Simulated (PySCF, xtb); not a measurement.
C₂H₄N₂OSi, SMILES N1[SiH](N=CC=1)O.

GFN2-xTB run with xtb 6.7.1 at its own geometry gives an orbital gap of 1.75 eV and a dipole moment of 2.03 D.

Geometry optimised at r2SCAN-D4/def2-SVP. The structure was generated by enumeration, and PubChem lists no compound with its InChIKey, so it may never have been made. The values are those of a single conformer.

Problem. What does PBE/def2-TZVP run with PySCF give? (An estimate is asked for; the answer gives what the named calculation found.)

Solution. gap 2.77 eV (levels -6.30 and -3.54 eV), dipole 2.17 D.
